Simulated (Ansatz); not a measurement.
Consider the redistribution: `C=N[Si](N)(O)F` + `CCB(F)Br` → `CC[Si](N)(O)F` + `C=NB(F)Br`.

Program: Ansatz. Geometries: PBE0-D4/def2-TZVP. ΔE: electronic, gas phase. CBS: MP2 limit from def2 TZ/QZ plus the TZ coupled-cluster correction, frozen cores. Functionals use def2-TZVPP. For Br outer-core shells are correlated without core-valence functions, which leaves a few kJ/mol of doubt a bond. Scalar relativity is left out up to krypton. Each species was taken in one conformer, which may not be the lowest.

CCSD(T)/CBS gives -2.5 kcal/mol.

Task: Another level gave -3.0 kcal/mol. Which?
A. PBE-D4/def2-TZVPP
B. ωB97X-V/def2-TZVPP
C. r2SCAN/def2-TZVPP
D. HF/def2-TZVPP

Result: B. ωB97X-V -3.0, r2SCAN -4.1, PBE-D4 -6.0, HF/def2-TZVPP -0.5 kcal/mol.

Largest T1 diagnostic among the species: 0.012.

From PBE to PBE0 (25 % exact exchange), in def2-TZVPP and without D4, ΔE moves by +1.2 kcal/mol. In def2-TZVPP, CCSD(T) changes the Hartree–Fock value by −2.1 kcal/mol (the triples alone add −0.3 kcal/mol) and MP2 by −2.2 kcal/mol.
